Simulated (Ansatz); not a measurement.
`N[SiH2][GeH3]` → `[NH2][GeH3]` + `[SiH2]` at 400 K and 1 bar (silylene formation by 1,1-elimination).

Isolated molecules relaxed with PBE0-D4/def2-TZVP in Ansatz; ΔE leaves out vibrations. CCSD(T)/CBS is the MP2 limit (def2-TZVPP, def2-QZVPP) plus CCSD(T) − MP2 in def2-TZVPP, frozen cores. This one scheme is used for every species. For Ge outer-core shells are correlated without core-valence functions, which leaves a few kJ/mol of doubt a bond. Scalar relativity is left out up to krypton. One conformer a species, not always the lowest.

```tsv
species	CCSD(T)/CBS energy (Eh)	H − E (kJ/mol)	S (J/(mol·K))
`N[SiH2][GeH3]`	-2424.12162	205.9	373.9
`[NH2][GeH3]`	-2133.81884	149.5	296.9
`[SiH2]`	-290.19011	44.2	218.1
```

H − E and S are ideal-gas, rigid-rotor, harmonic terms from PBE0-D4/def2-TZVP, for one conformer and one mirror image of each species. 1 Eh = 2625.50 kJ/mol, R = 8.31446 J/(mol·K).

Task: By hand: ΔE, ΔH, ΔS and ΔG.

Result: ΔE = (-2133.81884) + (-290.19011) − (-2424.12162) = 0.11267 Eh = 295.8 kJ/mol. Δ(H − E) = 149.5 + 44.2 − 205.9 = -12.2, so ΔH = 283.6 kJ/mol. ΔS = 296.9 + 218.1 − 373.9 = 141.1 J/(mol·K). ΔG = 283.6 − 400 × (141.1)/1000 = 227.2 kJ/mol.

Task: By hand: the equilibrium constant, and the temperature at which ΔG would vanish if ΔH and ΔS stayed fixed.

Result: log₁₀ K = −ΔG/(RT ln 10) = -29.7. ΔG = 0 at ΔH/ΔS = 2010 K.

The number of gas molecules changes by +1, which sets the sign of ΔS. A doubt of 5 kJ/mol in ΔE shifts log₁₀ K by 0.7 here. Other conformers and mirror images would add mixing entropy, several J/(mol·K) or more a flexible species. These are equilibria of isolated gas molecules and say nothing of rates. Largest T1 diagnostic: 0.014 (customary marks: 0.02 for closed shells, 0.045 for open ones).
